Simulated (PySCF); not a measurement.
## Core binding energy against partial charge

Species: C6H10FN.
Structure used (PBE0-D3(BJ)/def2-SVP), in Å, numbered top down from 1:
```
atom  x, y, z in Å
C1    -2.1530    0.7026    0.0721
C2    -0.7103    0.4371   -0.2790
F3    -0.4226    1.1576   -1.4426
C4    -0.3545   -1.0199   -0.5763
C5     1.1712   -1.0141   -0.5880
C6     1.5455    0.0089    0.4717
N7     2.6519    0.1819    1.0620
C8     0.3205    0.8513    0.7650
H9    -2.3105    1.7776    0.2431
H10   -2.8086    0.3853   -0.7521
H11   -2.4427    0.1573    0.9819
H12   -0.7361   -1.6566    0.2386
H13   -0.8138   -1.3571   -1.5166
H14    1.6388   -1.9932   -0.4077
H15    1.5343   -0.6430   -1.5611
H16    3.3402   -0.5039    0.7338
H17    0.5391    1.9277    0.7227
H18   -0.0381    0.6247    1.7826
```

Binding energies: PySCF, delta-SCF UKS SCAN, pcX-2 on the ionised atom, pcseg-1 elsewhere, spin-free X2C. Charges: PBE0/pcSseg-1 ground-state density, for the ionised atom.

```
atom      environment  C 1s (eV)  Mulliken (e)  IAO (e)  Hirshfeld (e)  ESP (e)
  C8  ring CH2 carbon     290.72        -0.038   -0.304         -0.085   -0.552
  C5  ring CH2 carbon     290.88        -0.146   -0.308         -0.078   -0.280
  C4  ring CH2 carbon     290.88        -0.149   -0.273         -0.079   -0.109
  C1    methyl carbon     290.95        -0.166   -0.427         -0.124   -0.716
  C6     imine carbon     291.85        -0.084   +0.190         +0.096   +0.580
  C2   sp3 C–F carbon     292.89        -0.120   +0.319         +0.106   +0.568
```

How well does each charge scheme correlate with the binding energies over these sites?

IAO: r = 0.94, slope 2.6 eV per e; Hirshfeld: r = 0.91, slope 7.7 eV per e; ESP: r = 0.85, slope 1.3 eV per e; Mulliken: r = 0.05, slope 0.9 eV per e. IAO charges have the highest r, on only 6 points.

The point-charge model writes a binding energy as kq + V + constant, with V the potential of the other atoms' charges at the site. What does it give with the ESP charges?

V = Σ 14.40 eV Å × q/r over all other atoms: +8.53 eV at C8, +4.62 eV at C5, +2.38 eV at C4, +10.10 eV at C1, -9.33 eV at C6, -8.36 eV at C2. Fitting binding energy − V to q gives k = 16.4 eV per e and leaves an rms residual of 0.75 eV, against 0.41 eV for the fit on q alone. The model has no term for differences in relaxation between sites.

Spin contamination (⟨S²⟩ against 0.75 for a pure doublet) is marked for C 1s of C6 (0.89), which makes this value less certain. Isolated species at its PBE0-D3(BJ)/def2-SVP geometry (one conformer only).
